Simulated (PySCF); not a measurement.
Isomers of C6H7NO. Level of theory: TDDFT PBE0/def2-SVPD, vertical, gas phase, core orbitals frozen in the response (PySCF). Geometries: GFN2-xTB; one conformer of each isolated species. Triplets are in the Tamm–Dancoff approximation.

Task: Rank by computed lowest singlet excitation energy, lowest first.
A. `C=C(C)C1=NOC=C1`
B. `c1(nccc(c1)O)C`
C. `Nc1cccc(O)c1`
D. `C1=CCC=C1NC=O`
E. `OCC1=CC=CC=N1`
F. `Nc1ccc(O)cc1`
G. `Cn1cccc1C=O`

Result: G (3.99 eV), F (4.40 eV), D (4.79 eV), C (4.91 eV), B (5.09 eV), E (5.25 eV), A (5.72 eV).

```tsv
SMILES	S1 (eV)	f (S1)	T1 (eV)	LUMO (eV)	HOMO (eV)	S1 mainly
Cn1cccc1C=O	3.99	0.000	3.27	-1.35	-6.80	H-1→L (97%)
Nc1ccc(O)cc1	4.40	0.051	3.41	-0.20	-5.51	H→L (94%)
O=CNC1=CCC=C1	4.79	0.103	2.92	-0.82	-6.21	H→L (98%)
Nc1cccc(O)c1	4.91	0.035	3.92	0.08	-5.90	H→L (79%)
Cc1cc(O)ccn1	5.09	0.000	4.22	-0.49	-7.29	H→L (100%)
OCc1ccccn1	5.25	0.003	4.17	-1.06	-7.36	H-1→L (99%)
C=C(C)c1ccon1	5.72	0.163	3.56	-1.01	-7.26	H→L (45%)
```

H and L stand for HOMO and LUMO.

- `Cn1cccc1C=O`: Löwdin shares by element: HOMO carbon 62% or more, oxygen 12% (atoms not listed hold the other 26%); LUMO carbon 48% or more, oxygen 23% (atoms not listed hold the other 29%).
- `Nc1ccc(O)cc1`: Löwdin shares by element: HOMO carbon 28% or more, nitrogen 22%, oxygen 12% (atoms not listed hold the other 37%); LUMO carbon 72% or more (atoms not listed hold the other 28%).
- `O=CNC1=CCC=C1`: Löwdin shares by element: HOMO carbon 62% or more, nitrogen 10% (atoms not listed hold the other 28%); LUMO carbon 58% or more (atoms not listed hold the other 42%).
- `Nc1cccc(O)c1`: Löwdin shares by element: HOMO carbon 48% or more, nitrogen 23% (atoms not listed hold the other 29%); LUMO carbon 64% or more (atoms not listed hold the other 36%).
- `Cc1cc(O)ccn1`: Löwdin shares by element: HOMO nitrogen 62%, carbon 24% or more; LUMO carbon 68% or more (atoms not listed hold the other 32%).
- `OCc1ccccn1`: Löwdin shares by element: HOMO oxygen 33%, carbon 30% or more (atoms not listed hold the other 37%); LUMO carbon 54% or more, nitrogen 20% (atoms not listed hold the other 25%).
- `C=C(C)c1ccon1`: Löwdin shares by element: HOMO carbon 54% or more, nitrogen 12%, oxygen 9% (atoms not listed hold the other 25%); LUMO carbon 50% or more, nitrogen 22% (atoms not listed hold the other 28%).
